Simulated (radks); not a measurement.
Species: the strontium ion Sr+. Configuration: [Kr] 5s1. Calculated with a radial shooting solver on a logarithmic mesh with Libxc functionals: scalar-relativistic Kohn-Sham, PBE, spin-polarised, spherical densities, point nucleus; open shells are filled with parallel spins first (spin-orbit coupling, left out, can overturn this in heavy ions).

Local quantities along the radius. ELF = 1/(1 + alpha^2) is the electron localisation function; alpha = (tau - tau_W)/tau_unif compares the Pauli kinetic energy density with that of the uniform gas (summed over spins). tau is taken from the large components.

```
   r/bohr * ELF (the largest magnitude, 1, reaches the edge; | marks zero)
 0.003635 |                                                      *
 0.004848 |                                                      *
 0.006518 |                                                      *
 0.008693 |                                                      *
  0.01159 |                                                      *
  0.01559 |                                                      *
  0.02079 |                                                     *
  0.02773 |                                                  *
  0.03728 |                                      *
  0.04973 |                    *
  0.06632 |                 *
  0.08917 |                              *
   0.1189 |                                         *
   0.1586 |                                      *
   0.2133 |                 *
   0.2844 |                  *
   0.3794 |                                      *
   0.5101 |                                         *
   0.6803 |                         *
   0.9074 |          *
     1.21 |                                  *
    1.627 |                                            *
     2.17 |                           *
    2.894 |         *
    3.891 |                                       *
     5.19 |                                                     *
    6.923 |                                                      *
    9.307 |                                                      *
```

On this mesh the ELF has minima near r = 0.057, 0.25, 0.91, 2.9 bohr, which separate the shells, and maxima near 0.0015 (1.00), 0.14 (0.78), 0.44 (0.77), 1.6 (0.82).
